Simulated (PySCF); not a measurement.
CdHF, SMILES [F][CdH].

Geometry: B3LYP-D3(BJ)/def2-TZVPD. The def2 effective core potentials stand for the cores of Cd; spin–orbit coupling is left out.

The numbers are results of M06-2X/def2-TZVPD in PySCF, not measurements.

| Quantity | Result |
|---|---|
| total energy | -268.14538 hartree |
| point group | C∞v |
| highest occupied level | -10.48 eV |
| lowest empty level | -0.38 eV |
| orbital gap | 10.10 eV |
| dipole moment | 2.86 D |
| quadrupole, principal values (traceless, Buckingham form, about the centre of nuclear charge) | -11.63, 5.82, 5.82 D·Å |
| mean static polarisability | 29.4 bohr³ (4.35 Å³) |
| polarisability, principal values | 25.5, 25.5, 37.1 bohr³ |
